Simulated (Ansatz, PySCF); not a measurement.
Process, species as SMILES: CCCC=O -> [CH2]C + [CH2]C=O (the C-C bond at the site shown breaks; other sites are not compared here)
Each molecule is optimised on its own at B3LYP-D3(BJ)/def2-TZVP (Ansatz, an electronic-structure program), one conformer each, not searched for the lowest. Markedly spin-contaminated UHF reference, which strains HF, MP2 and, less, CCSD(T): [CH2]C=O.

Wanted: bond dissociation energy (electronic energy difference), in kJ/mol. Cores are frozen in the correlated levels unless marked. Open shells are spin-unrestricted. No spin-orbit coupling. No relativistic terms. Basis-set limits of correlation are two-point, X^-3; Hartree-Fock from the larger set.

```csv
level,program,bond dissociation energy (kJ/mol)
HF/6-31G,Ansatz,200.8
HF/cc-pVDZ,Ansatz,230.8
HF/def2-TZVPD,PySCF,223.9
BLYP-D3(BJ)/def2-TZVPD,Ansatz + dftd3,329.4
revPBE/def2-TZVPD,Ansatz,317.6
B3LYP-D4/def2-TZVPD,Ansatz + dftd4,337.0
PBE0/def2-SVP,Ansatz,360.0
BHLYP-D3(BJ)/def2-TZVPD,Ansatz + dftd3,332.0
TPSSh/def2-TZVPD,PySCF,319.9
CAM-B3LYP-D3(BJ)/def2-TZVPD,Ansatz + dftd3,346.2
PBE-QIDH/def2-TZVPD,Ansatz,369.4
MP2/6-31G*,Ansatz,416.0
MP2/aug-cc-pVDZ,Ansatz,414.5
RI-MP2/aug-cc-pVTZ,Ansatz,422.9
RI-MP2/cc-pVTZ,Ansatz,421.4
"RI-MP2/CBS(cc-pVTZ,cc-pVQZ)",Ansatz,429.5
SCS-MP2/cc-pwCVTZ,Ansatz,415.2
CCSD/aug-cc-pVDZ,Ansatz,349.9
CCSD/cc-pVDZ,Ansatz,352.9
CCSD(T)/cc-pVTZ,Ansatz,365.9
```
